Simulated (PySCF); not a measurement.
# C₆ coefficients of unlike pairs at UHF

Calculated with PySCF 2.14 from the dipole response of each species, C₆(A,B) = (3/π) ∫ α_A(iu) α_B(iu) du, in atomic units, from isotropic polarisabilities. For ions this is the dispersion term alone; charge-induced terms of lower order in 1/R come first.

```json
{"species": "Ga(2+)", "configuration": "[Ar] 3d10 4s1 (2S)", "basis": "aug-cc-pVQZ-DK (8s7p5d3f2g)", "relativity": "spin-free X2C", "α (bohr³)": "12.09", "C₆ (like pair)": "36.70"}
{"species": "Tl", "configuration": "[Xe] 4f14 5d10 6s2 6p1 (2P)", "basis": "aug-cc-pVQZ-DK3 (10s9p7d4f2g)", "relativity": "spin-free X2C", "α (bohr³)": "77.54", "C₆ (like pair)": "841.4"}
{"species": "W(3+)", "configuration": "[Xe] 4f14 5d3 (4F)", "basis": "def2-TZVPPD with the def2 core potential (60 electrons) (6s5p3d2f1g)", "relativity": "core potential", "α (bohr³)": "6.911", "C₆ (like pair)": "34.57"}
{"species": "Kr", "configuration": "[Kr] (1S)", "basis": "aug-cc-pV5Z-PP with ECP10MDF (8s7p6d4f3g2h)", "relativity": "core potential", "α (bohr³)": "16.43", "C₆ (like pair)": "125.8"}
```

Problem. Estimate C₆ for Kr with Tl.

Solution. The integral gives 294.7. The combination rule 2 C_A C_B / (C_A α_B/α_A + C_B α_A/α_B) gives 274.2 and the geometric mean 325.4.

No spin-orbit coupling is included.

The other pairs:

| pair | C₆ |
| --- | --- |
| W(3+), Tl | 140.3 |
| Kr, W(3+) | 64.07 |
| Kr, Ga(2+) | 65.73 |
| Tl, Ga(2+) | 172.0 |
| W(3+), Ga(2+) | 32.15 |
